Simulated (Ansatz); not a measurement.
Ansatz (a program for electronic structure) input (B3LYP-D3(BJ)/def2-TZVP):

Ansatz 0.2 input:
```yaml
crystal:
  periodic: [false, false, false]
  atoms:
    - {symbol: Se, position_ang: [-1.69319154, 0.06242990, -0.02419136]}
    - {symbol: C, position_ang: [-0.00077143, -0.22172457, 0.47130751]}
    - {symbol: Se, position_ang: [1.69332767, -0.02330204, -0.05898055]}
basis:
  gaussian:
    orbitals: def2-TZVP
hamiltonian:
  xc: b3lyp
  dispersion: d3bj
total_charge: -1
magnetization: {spin_polarized: true, initial_magnetization: 1}
phonons: {temperatures: {t_min: 298.15, t_max: 298.15, t_step: 100}}
```

Output:

```
Functional definition: B3LYP
integrals: 0.08 GiB planned
907 factors; integrals over basis functions are off by at most 1.5e-4 eV
mean field: 1.03 GiB planned
mean field evaluation 1: about -131738.2351 eV, gradient 1.5e1 eV
mean field evaluation 2: about -131737.7562 eV, gradient 1.8e1 eV
mean field evaluation 4: about -131738.7187 eV, gradient 7.4e-1 eV
mean field evaluation 8: about -131738.7625 eV, gradient 4.2e-2 eV
mean field evaluation 16: about -131738.7626 eV, gradient 9.0e-5 eV
mean field -131738.76256193 eV, -4841.3102284104 hartree, gradient 4.3e-5 eV, S^2 0.756675; 1 other end points of the search recorded, 0 dependent functions left out
the calculation of the forces begins
reference -131738.76274854 eV, -4841.3102352682 hartree; 38, 37 occupied and 89, 90 virtual orbitals, 907 factors
these checks for a lower state are left out or cut short: stability, starts, cluster_reference, orbital_swaps, neighbouring_geometries, increment
integrals: 0.08 GiB planned
907 factors; integrals over basis functions are off by at most 1.5e-4 eV
mean field: 1.03 GiB planned
mean field -131738.76255329 eV, -4841.3102280930 hartree, gradient 1.8e-6 eV, S^2 0.756681; 0 other end points of the search recorded, 0 dependent functions left out
the calculation of the forces begins
reference -131738.76273991 eV, -4841.3102349511 hartree; 38, 37 occupied and 89, 90 virtual orbitals, 907 factors
these checks for a lower state are left out or cut short: stability, starts, cluster_reference, orbital_swaps, neighbouring_geometries, increment
integrals: 0.08 GiB planned
907 factors; integrals over basis functions are off by at most 1.5e-4 eV
mean field: 1.03 GiB planned
mean field evaluation 32: about -131738.7625 eV, gradient 1.1e-1 eV
mean field -131738.76255168 eV, -4841.3102280339 hartree, gradient 1.8e-6 eV, S^2 0.756668; 0 other end points of the search recorded, 0 dependent functions left out
the calculation of the forces begins
reference -131738.76273829 eV, -4841.3102348915 hartree; 38, 37 occupied and 89, 90 virtual orbitals, 907 factors
these checks for a lower state are left out or cut short: stability, starts, cluster_reference, orbital_swaps, neighbouring_geometries, increment
integrals: 0.08 GiB planned
907 factors; integrals over basis functions are off by at most 1.5e-4 eV
mean field: 1.03 GiB planned
mean field -131738.76247310 eV, -4841.3102251461 hartree, gradient 2.7e-6 eV, S^2 0.756659; 0 other end points of the search recorded, 0 dependent functions left out
the calculation of the forces begins
reference -131738.76265969 eV, -4841.3102320031 hartree; 38, 37 occupied and 89, 90 virtual orbitals, 907 factors
these checks for a lower state are left out or cut short: stability, starts, cluster_reference, orbital_swaps, neighbouring_geometries, increment
integrals: 0.08 GiB planned
907 factors; integrals over basis functions are off by at most 1.5e-4 eV
mean field: 1.03 GiB planned
mean field -131738.76257862 eV, -4841.3102290238 hartree, gradient 2.2e-6 eV, S^2 0.756690; 0 other end points of the search recorded, 0 dependent functions left out
the calculation of the forces begins
reference -131738.76276525 eV, -4841.3102358824 hartree; 38, 37 occupied and 89, 90 virtual orbitals, 907 factors
these checks for a lower state are left out or cut short: stability, starts, cluster_reference, orbital_swaps, neighbouring_geometries, increment
integrals: 0.08 GiB planned
907 factors; integrals over basis functions are off by at most 1.5e-4 eV
mean field: 1.03 GiB planned
mean field -131738.76251122 eV, -4841.3102265469 hartree, gradient 1.1e-6 eV, S^2 0.756667; 0 other end points of the search recorded, 0 dependent functions left out
the calculation of the forces begins
reference -131738.76269782 eV, -4841.3102334045 hartree; 38, 37 occupied and 89, 90 virtual orbitals, 907 factors
these checks for a lower state are left out or cut short: stability, starts, cluster_reference, orbital_swaps, neighbouring_geometries, increment
integrals: 0.08 GiB planned
907 factors; integrals over basis functions are off by at most 1.5e-4 eV
mean field: 1.03 GiB planned
mean field evaluation 64: about -131738.7625 eV, gradient 2.4e-6 eV
mean field -131738.76251308 eV, -4841.3102266151 hartree, gradient 1.0e-6 eV, S^2 0.756682; 0 other end points of the search recorded, 0 dependent functions left out
the calculation of the forces begins
reference -131738.76269970 eV, -4841.3102334733 hartree; 38, 37 occupied and 89, 90 virtual orbitals, 907 factors
Total energy: -131738.92639428 eV, -4841.3162491381 hartree
Atom 0 at    -1.693192     0.062430    -0.024191 Å, force    -0.000003     0.000003    -0.000006 eV/Å
Atom 1 at    -0.000771    -0.221725     0.471308 Å, force    -0.000000    -0.000006     0.000013 eV/Å
Atom 2 at     1.693328    -0.023302    -0.058981 Å, force     0.000004     0.000003    -0.000007 eV/Å
Dipole moment:     0.000181     0.051956    -0.110440 e Å
Vibrations: 207.82 480.14 994.26 cm⁻¹, zero-point energy 0.104284 eV
```
